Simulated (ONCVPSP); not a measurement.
carbon: one change to an ONCV potential, before and after

```json
{"Element": "carbon (C)", "Generator": "ONCVPSP 4.0.1", "Type": "optimised norm-conserving Vanderbilt (ONCV)", "Functional": "PBE", "Relativity": "scalar-relativistic", "Frozen core": "[He]", "Valence charge": "4", "Reference configuration": "2s1.5 2p2.5", "Partial waves": "2s: rc 1.35 bohr, ncon 4, nbas 7, qcut 3.9 1/bohr, local; 2p: rc 2.60 bohr, ncon 4, nbas 8, qcut 4.2 1/bohr, 2 projectors, debl 3 Ha", "Local potential": "the s channel", "Core correction": "Teter function, fcfact 4, rcfact 1.25"}
```

All-electron outer shells of the reference configuration (PBE, scalar-relativistic, ld1.x):

| shell | level (eV) | outermost node (bohr) | outermost maximum (bohr) |
| --- | --- | --- | --- |
| 1s | -273.88 | – | 0.17 |
| 2s | -13.98 | 0.38 | 1.22 |
| 2p | -5.51 | – | 1.20 |

Change: all radii but the core radius scaled by about 0.93 (s 1.26, p 2.42 bohr).

Cutoffs: the cutoffs (Ha) at which the residual kinetic energy of the hardest occupied pseudo-wave falls to 1 and 0.1 mHa per electron; they do not see the model core or the augmentation charge, which bear on the density cutoff. Errors are all-electron minus pseudo energies relative to the spin-unpolarised reference configuration.

Task: How do hardness, ghosts and transferability respond?

Result: The potential gets harder (50 Ha and 66 Ha → 58 Ha and 75 Ha); of the 4 tests that both files solve, the error grows in 0 and shrinks in 4 by more than 15 % and 0.3 meV (median size 155.2 → 126.4 meV); neither file shows a bound ghost. A smaller radius makes the pseudo-wave follow the all-electron one further in, where it bends more sharply, so more plane waves are needed. Less of the atom is replaced, so other configurations are described better.

```tsv
quantity	base	changed
cutoff, loose	50 Ha	58 Ha
cutoff, tight	66 Ha	75 Ha
loose cutoff by channel	s 50 Ha, p 7.5 Ha	s 58 Ha, p 8.2 Ha
bound ghosts	none	none
GHOST(+) flags under 300 eV	none	none
error for 2s2 2p2, meV [ΔE -4.24 eV]	-10	-7.7
error for 2s2 2p1, meV [ΔE 6.63 eV]	+220	+185
error for 2s2 2p0, meV [ΔE 30.78 eV]	+1371	+1165
error for 2s0 2p4, meV [ΔE 12.74 eV]	-90	-67
rms error of d²Exc/dni dnj with the model core, mHa	1.17	1.38
```
